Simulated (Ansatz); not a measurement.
SiSn8H16, an alloyed cluster cut from the lattice of tin (1 Si, core), relaxed as a singlet with RKS PBE-D4/def2-SVP in Ansatz, starting from a model built from a lattice or polyhedron. Force threshold 0.03 eV/Å.

In the def2 sets Sn takes a core potential; there is no spin–orbit coupling.

Start:

Cartesian coordinates in Å:
```
Si 0.3416 1.0944 2.4124
Sn 2.2615 0.7581 -1.7216
Sn 0.3816 -2.9351 0.2227
Sn -2.2910 0.4910 -1.2867
Sn 0.5696 -1.6955 2.7388
Sn 2.4459 2.0148 0.7682
Sn -2.1096 1.7224 1.2409
Sn -0.2182 1.3944 -2.9218
Sn -2.0509 -2.3026 -0.9308
H 0.4387 1.7344 3.7222
H 2.4121 -0.9090 -1.5715
H 3.5352 1.3472 -2.7669
H 0.5337 -4.6190 0.4219
H 1.6896 -2.3608 -0.7888
H -3.7837 0.8769 -2.0094
H 2.0767 -2.0761 3.4544
H -0.7314 -2.2503 3.7260
H 3.9538 1.6116 1.5101
H 2.3175 3.7430 0.5847
H -2.2239 3.4395 1.0413
H -3.3851 1.1538 2.2257
H -0.3164 3.0913 -3.1073
H -0.2899 0.6210 -4.4823
H -3.3664 -2.8743 0.0210
H -2.1909 -3.0712 -2.5034
```

```csv
step,energy (eV),largest force component (eV/Å),SCF passes
1,-54783.6912,1.236,18
2,-54784.0387,0.633,24
3,-54784.2202,0.305,18
4,-54784.2493,0.125,17
5,-54784.2620,0.074,18
6,-54784.2693,0.008,18
```

Force components are those of the run's own axes.

End:

```
atom   x (Å)   y (Å)   z (Å)
 Si1   0.372   1.014   2.273
 Sn2   2.304   0.935  -1.794
 Sn3   0.290  -3.035   0.305
 Sn4  -2.236   0.451  -1.291
 Sn5   0.559  -1.543   2.670
 Sn6   2.324   1.932   0.832
 Sn7  -1.929   1.636   1.244
 Sn8  -0.198   1.396  -2.987
 Sn9  -2.097  -2.346  -1.007
 H10   0.469   1.681   3.629
 H11   2.618  -0.769  -1.767
 H12   3.575   1.680  -2.713
 H13   0.326  -4.731   0.674
 H14   1.630  -2.706  -0.743
 H15  -3.788   0.895  -1.945
 H16   2.072  -1.898   3.442
 H17  -0.705  -2.021   3.761
 H18   3.833   1.566   1.607
 H19   2.184   3.661   0.760
 H20  -2.050   3.363   1.113
 H21  -3.194   1.103   2.306
 H22  -0.401   3.105  -3.217
 H23  -0.299   0.649  -4.551
 H24  -3.441  -2.885  -0.049
 H25  -2.218  -3.131  -2.551
```

By distances, no bond broke or formed. The bond that changes most is Si1–Sn6, from 2.82 to 2.59 Å (atoms count from 1). A close non-bonded pair moves further: H11–H14, from 1.80 to 2.40 Å.

No frequencies were taken in this run, so the end may be a saddle point.

It took 42 s on 4 threads of Arm Neoverse V2 on a shared host, peak host memory 0.85 GiB.
